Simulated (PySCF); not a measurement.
Work out the structure from these simulated measurements.

Formula: C3H6BNO2.

| Property | Result |
| --- | --- |
| Triplet | lowest triplet excitation (Tamm–Dancoff): 4.60 eV [TDA PBE0/def2-SVPD] |
| Polarisability | 74.1 au [PBE0/def2-SVPD] |
| UV, first state | lowest singlet excitation: 5.08 eV (244 nm, f = 0.004) [TDDFT PBE0/def2-SVPD] |
| Dipole | 6.66 D [PBE0/def2-SVPD] |
| Couplings | largest of the computed one-bond spin–spin couplings (means over like bonds): 13C–1H +246.2, 13C–1H +162.9 (×2), 11B–1H +115.4 (×3), 13C–13C +83.8, 15N–13C -53.4, 17O–13C +43.1, 17O–13C +30.3, 17O–13C +22.8 Hz [B3LYP/pcJ-1, spin–dipole term left out for some pairs] |
| 1H NMR | chemical shifts (computed TMS as zero) by class: 7.89 (1 H), 4.94 (2 H), 2.22 (3 H) ppm [GIAO PBE0/pcSseg-1] |
| UV, strongest line | among the 10 lowest singlet transitions: S7 at 6.59 eV (188 nm, f = 0.639) [TDDFT PBE0/def2-SVPD] |
| Rotational structure | rotational constants A, B, C: 6.332, 1.270, 1.164 GHz [PBE0-D3(BJ)/def2-SVP] |
| 13C NMR | chemical shifts (computed TMS as zero) by class: 163.2 (1 C), 111.4 (1 C), 45.9 (1 C) ppm [GIAO PBE0/pcSseg-1] |
| NMR, other nuclei | isotropic shieldings of nuclei other than C and H, by class: 138 (1 B), 18 (1 N), -123 (1 O), 139 (1 O) ppm [GIAO PBE0/pcSseg-1] |

Electronic properties: PySCF, gas phase, density fitting. Levels stand in brackets. One conformer (not necessarily the lowest) at the PBE0-D3(BJ)/def2-SVP geometry, without solvent, vibrations or thermal averaging. Each NMR value is the plain mean over a class of atoms that symmetry, rotation or inversion makes alike.

Q: Propose a structure and show how it fits.

A: Numbering: `[BH3-:1][N+:2]#[C:3][CH2:4][O:5][CH:6]=[O:7]`. 3 carbons fall into 3 classes; from least to most shielded: ester carbonyl carbon [C6] (163.2 ppm), triply bonded carbon [C3] (111.4 ppm), sp3 carbon bound to oxygen [C4] (45.9 ppm). Hydrogen classes from least to most shielded: 1 H on an ester carbonyl carbon, C6 (7.89 ppm), 2 H on an sp3 carbon bound to oxygen, C4 (4.94 ppm, a mean of values up to 1.3 ppm apart in this geometry), 3 H on a four-coordinate boron, B1 (2.22 ppm). The other shieldings belong to: 138 ppm, four-coordinate boron [B1]; 18 ppm, nitrogen bonded to B and C [N2]; -123 ppm, ester carbonyl oxygen [O7]; 139 ppm, ester single-bonded oxygen [O5]. The couplings run between: +246.2 Hz, ester carbonyl carbon [C6] and its hydrogen; +162.9 Hz, sp3 carbon bound to oxygen [C4] and its hydrogen (with 1 like pair); +115.4 Hz, four-coordinate boron [B1] and its hydrogen (with 2 like pairs); +83.8 Hz, triply bonded carbon [C3] and sp3 carbon bound to oxygen [C4]; -53.4 Hz, nitrogen bonded to B and C [N2] and triply bonded carbon [C3]; +43.1 Hz, ester single-bonded oxygen [O5] and ester carbonyl carbon [C6]; +30.3 Hz, ester carbonyl oxygen [O7] and ester carbonyl carbon [C6]; +22.8 Hz, ester single-bonded oxygen [O5] and sp3 carbon bound to oxygen [C4]. The optimised geometry has point group C1 and is an asymmetric top. Structure: `[BH3-][N+]#CCOC=O`. Computed isomers that give other values at the same levels: `N#CCCB(O)O` (rotational constant A: 8.023 GHz; this holds for the one conformer computed). The assignments are read from this structure; whether some other isomer fits the data as well wasn't checked.

Conformer computed: `[BH3-:1][N+:2]#[C:3][CH2:4][O:5][CH:6]=[O:7]`: C3–C4–O5–C6 91°, C4–O5–C6–O7 0°.
